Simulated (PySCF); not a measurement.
# SMILES C(/C=C(/C(=C)F)F)#N, C5H3F2N

Molfile (atoms numbered from 1):
```
C5H3F2N
     RDKit          3D

 11 10  0  0  0  0  0  0  0  0999 V2000
    2.1505    0.1933   -0.6000 C   0  0  0  0  0  0  0  0  0  0  0  0
    1.0588    0.3525    0.1390 C   0  0  0  0  0  0  0  0  0  0  0  0
    1.1103    1.0472    1.2945 F   0  0  0  0  0  0  0  0  0  0  0  0
   -0.2674   -0.1623   -0.1636 C   0  0  0  0  0  0  0  0  0  0  0  0
   -0.3336   -0.8537   -1.3098 F   0  0  0  0  0  0  0  0  0  0  0  0
   -1.3557    0.0125    0.6026 C   0  0  0  0  0  0  0  0  0  0  0  0
   -2.6214   -0.5014    0.2764 C   0  0  0  0  0  0  0  0  0  0  0  0
   -3.6611   -0.9137    0.0257 N   0  0  0  0  0  0  0  0  0  0  0  0
    2.1110   -0.3589   -1.5202 H   0  0  0  0  0  0  0  0  0  0  0  0
    3.0910    0.6130   -0.2926 H   0  0  0  0  0  0  0  0  0  0  0  0
   -1.2769    0.5740    1.5221 H   0  0  0  0  0  0  0  0  0  0  0  0
  1  2  2  0
  2  3  1  0
  2  4  1  0
  4  5  1  0
  4  6  2  0
  6  7  1  0
  7  8  3  0
  1  9  1  0
  1 10  1  0
  6 11  1  0
M  END
```

Level of theory: TDDFT CAM-B3LYP/def2-SVPD excited states, vertical, gas phase in PySCF 2.14.0. Geometry: GFN2-xTB.

Problem. Give the one- and two-photon strengths of the lowest singlets.

Solution. δ for parallel linear polarisation; σ at the peak of a Lorentzian of half width 0.1 eV, single beam; Ω is circular over linear.
```tsv
state	E (eV)	f	photon λ (nm)	δ (au)	σ (GM)	Ω	main
S1	5.29	0.795	469	1.11	0.01	1.35	HOMO→LUMO 0.97
S2	6.21	0.000	399	0.13	0.00	1.50	HOMO−2→LUMO 0.90
S3	6.50	0.002	381	1630	25.22	0.73	HOMO−1→LUMO 0.95
S4	6.86	0.000	362	13.3	0.23	1.50	HOMO→LUMO+1 0.52, HOMO→LUMO+3 0.20
S5	7.37	0.005	337	49.2	0.98	1.50	HOMO→LUMO+1 0.41, HOMO→LUMO+3 0.25
```

Among these, the strongest one-photon state is S1, the strongest two-photon state S3, with a dipole change of 1.1 D (relaxed, norm of the difference vector).
